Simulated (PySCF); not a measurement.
State search for BeI

Unrestricted PBE0; PySCF, spin-free X2C with a Gaussian nucleus, basis sets Be x2c-SVPall, I x2c-SVPall. Outer shells of the fragments: Be 2s2; I 4d10 5s2 5p5.

Followed along the bond (rough minima from three points):

```tsv
2Ms+1	unpaired	⟨S²⟩ at the start	R at minimum (Å)	Te (eV)
2	σ ↑	0.75	2.21	0.00
4	σ ↑, π ↑↑	3.75	none in the scan	≤ 4.69
```

Solutions found at the starting distance of 2.270 Å, counted from the lowest of them; the search is not exhaustive and high or unbound solutions are not listed, so other states can lie among these:

| 2Ms+1 | unpaired | term | E (eV) | ⟨S²⟩ | ⟨Lz²⟩ | μ (D) |
| --- | --- | --- | --- | --- | --- | --- |
| 2 | σ ↑ | ²Σ⁺ | 0.00 | 0.75 | 0.00 | -0.71 |
| 2 | π ↑ | ²Π | 2.76 | 0.77 | 1.00 | -3.07 |
| 2 | π ↑ | ²Π | 4.23 | 0.75 | 1.00 | 5.65 |
| 4 | σ ↑, π ↑↑ | mixed | 4.88 | 3.75 | 2.00 | 4.59 |
| 4 | σ ↑, π ↑↑ | mixed | 5.08 | 3.75 | 2.00 | 4.58 |
| 4 | σ ↑↑, π ↑ | ⁴Π | 6.37 | 3.75 | 1.00 | 3.97 |
| 4 | π ↑↑↑ | ⁴Π | 7.38 | 3.76 | 1.00 | 2.82 |
| 4 | σ ↑↑, π ↑ | ⁴Π | 7.62 | 3.75 | 1.01 | 3.28 |
| 4 | σ ↑↑↑ | ⁴Σ⁺ | 8.88 | 3.76 | 0.00 | 2.25 |

A term symbol is given only where ⟨S²⟩ and ⟨Lz²⟩ are close to those of a pure state; real π, δ and φ orbitals otherwise mix terms. A positive dipole means Be(−)I(+).

Spin–orbit coupling is left out. Counting both spins, an empty level lies below a filled one in some of these solutions, because spin and occupation are held.
